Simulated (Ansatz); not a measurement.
C2H5S (SMILES [CH2]SC), doublet, at a GFN2-xTB geometry; CCSD(T)/6-31G* run with Ansatz (an electronic-structure program).

The Ansatz input:
Ansatz 0.2 input:
```yaml
crystal:
  periodic: [false, false, false]
  atoms:
    - {symbol: C, position_ang: [0.00596101, 1.31810472, -0.60732876]}
    - {symbol: S, position_ang: [-0.17114785, 0.11511586, 0.58372680]}
    - {symbol: C, position_ang: [0.22202030, -1.37363243, -0.38519703]}
    - {symbol: H, position_ang: [0.71061926, 1.15790413, -1.39965789]}
    - {symbol: H, position_ang: [-0.22649668, 2.31627681, -0.29702164]}
    - {symbol: H, position_ang: [0.13226791, -2.22530445, 0.28055238]}
    - {symbol: H, position_ang: [-0.48349098, -1.45937936, -1.20603518]}
    - {symbol: H, position_ang: [1.23757816, -1.29818465, -0.76231178]}
basis:
  gaussian:
    orbitals: 6-31G*
magnetization: {spin_polarized: true, initial_magnetization: 1}
correlation: {method: ccsd_t, electrons: all}
```

Q: Predict the main parts of the log of this Ansatz run.

A: 
```
Functional definition: HF
617 factors; integrals over basis functions are off by at most 7.0e-4 eV
mean field evaluation 1: about -12953.8121 eV, gradient 1.4e1 eV
mean field evaluation 2: about -12953.8735 eV, gradient 1.4e1 eV
mean field evaluation 4: about -12955.4174 eV, gradient 2.2e0 eV
mean field evaluation 8: about -12955.5296 eV, gradient 1.7e-1 eV
mean field evaluation 16: about -12953.8120 eV, gradient 1.4e1 eV
mean field evaluation 32: about -12950.0652 eV, gradient 6.0e-1 eV
mean field -12955.53031097 eV, -476.1069573543 hartree, gradient 2.8e-6 eV, S^2 0.764535; 0 other end points of the search recorded, 0 dependent functions left out
reference -12955.53031097 eV, -476.1069573543 hartree; 17, 16 occupied and 42, 43 virtual orbitals, 617 factors
second order -10.41512449 eV of doubles, -0.00000000 eV of singles
cycle   1  -11.15461652 eV  change   -7.4e-1 eV  update   7.9e-2
cycle   2  -11.51023089 eV  change   -3.6e-1 eV  update   2.7e-2
cycle   3  -11.57449443 eV  change   -6.4e-2 eV  update   1.5e-2
cycle   4  -11.57640806 eV  change   -1.9e-3 eV  update   7.8e-3
cycle   5  -11.57708709 eV  change   -6.8e-4 eV  update   3.3e-3
cycle   6  -11.57678017 eV  change    3.1e-4 eV  update   9.9e-4
cycle   7  -11.57671745 eV  change    6.3e-5 eV  update   3.9e-4
cycle   8  -11.57672561 eV  change   -8.2e-6 eV  update   1.6e-4
cycle   9  -11.57670026 eV  change    2.5e-5 eV  update   6.7e-5
cycle  10  -11.57671201 eV  change   -1.2e-5 eV  update   2.9e-5
perturbative correction -0.33516461 eV, -0.0123170724 hartree
Total energy: -12967.44218759 eV, -476.5447107460 hartree
```
